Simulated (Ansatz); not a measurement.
Species: C3H11ClOSi2 (charge 0, singlet). 
Structure (B3LYP-D3(BJ)/def2-TZVP (Ansatz, an electronic-structure program) minimum search):
SMILES: O([Si](C)(C)C)[SiH2]Cl
```xyz
18

C     -1.7285     0.1153     1.5329
Si    -1.3062    -0.0949    -0.2729
C     -2.5386    -1.1981    -1.1357
C     -1.1676     1.5636    -1.1224
O      0.1677    -0.8649    -0.3756
Si     1.7642    -0.6637    -0.2549
Cl     2.1991     0.8761     1.0665
H     -2.6979     0.6046     1.6551
H     -1.7743    -0.8509     2.0399
H     -0.9765     0.7250     2.0377
H     -2.2708    -1.3410    -2.1847
H     -3.5412    -0.7651    -1.1010
H     -2.5813    -2.1813    -0.6624
H     -2.1206     2.0976    -1.0971
H     -0.4202     2.1915    -0.6326
H     -0.8782     1.4481    -2.1694
H      2.3819    -1.8879     0.2817
H      2.3500    -0.2788    -1.5522
```
Charge 0, spin multiplicity 1.

Dipole moments at this geometry, in debye (magnitudes).

```csv
level,program,dipole (D)
SVWN5/def2-TZVPD,Ansatz,1.66
PBE/def2-TZVPD,Ansatz,1.65
BLYP/def2-TZVPD,Ansatz,…
revPBE/def2-TZVPD,Ansatz,1.66
B97M-V/def2-TZVPD,Ansatz,1.68
B3LYP/def2-TZVPD,Ansatz,1.62
PBE0/def2-TZVPD,Ansatz,1.65
r2SCANh/def2-TZVPD,Ansatz,1.64
r2SCAN0/def2-TZVPD,Ansatz,1.64
HSE06/def2-TZVPD,Ansatz,1.65
LC-wPBE/def2-TZVPD,Ansatz,1.66
wB97X-V/def2-TZVPD,Ansatz,1.64
CCSD(T)/aug-cc-pV(D+d)Z,Ansatz,…
```

Fill in the missing entries.


- BLYP/def2-TZVPD, dipole (D): 1.62
- CCSD(T)/aug-cc-pV(D+d)Z, dipole (D): 1.60
